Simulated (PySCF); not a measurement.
Zn(Et)(OH) cation (C2H6OZn), SMILES [Zn]([CH2]C)[OH] (connectivity only; charge and spin as stated), charge +1, multiplicity 2.

The structure is a stationary point at ωB97X-D3(BJ)/def2-SVP. The multiplicity is an assumed one; no other spin state was optimised. The isomer is the one that the SMILES or the coordinates give; other isomers of the formula were not compared. Other conformers were not sampled.

These are PySCF 2.14.0 with TDA-LC-ωPBE/def2-SVPD values and carry that method's errors.

Vertical excitations. 

Problem. Estimate the UV-visible absorptions. (The exact figures need the calculation; the answer reports its results.)

Solution. 
```json
[
 {"state": "root 1", "energy (eV)": "2.49", "λ (nm)": "498", "f": "0.002", "main pairs": "β HOMO→LUMO 92 %"},
 {"state": "root 2", "energy (eV)": "3.24", "λ (nm)": "383", "f": "0.038", "main pairs": "β HOMO−1→LUMO 89 %"},
 {"state": "root 3", "energy (eV)": "3.86", "λ (nm)": "321", "f": "0.000", "main pairs": "β HOMO−2→LUMO 92 %"},
 {"state": "root 4", "energy (eV)": "4.62", "λ (nm)": "268", "f": "0.002", "main pairs": "β HOMO−5→LUMO 77 %, β HOMO−4→LUMO 14 %"},
 {"state": "root 5", "energy (eV)": "5.60", "λ (nm)": "221", "f": "0.138", "main pairs": "β HOMO−3→LUMO 59 %, β HOMO−4→LUMO 33 %"},
 {"state": "root 6", "energy (eV)": "5.70", "λ (nm)": "218", "f": "0.010", "main pairs": "α HOMO→LUMO 89 %"},
 {"state": "root 7", "energy (eV)": "6.04", "λ (nm)": "205", "f": "0.010", "main pairs": "β HOMO−4→LUMO 41 %, β HOMO−3→LUMO 25 %, β HOMO−5→LUMO 15 %, β HOMO−11→LUMO 7 %"},
 {"state": "root 8", "energy (eV)": "6.47", "λ (nm)": "192", "f": "0.054", "main pairs": "α HOMO−1→LUMO 66 %, β HOMO−1→LUMO+1 7 %"},
 {"state": "root 9", "energy (eV)": "6.53", "λ (nm)": "190", "f": "0.000", "main pairs": "β HOMO−6→LUMO 88 %"},
 {"state": "root 10", "energy (eV)": "7.00", "λ (nm)": "177", "f": "0.020", "main pairs": "α HOMO→LUMO+2 36 %, α HOMO−2→LUMO 15 %, α HOMO−1→LUMO 7 %, β HOMO→LUMO+3 18 %"}
]
```
Unrestricted roots are not spin-pure.
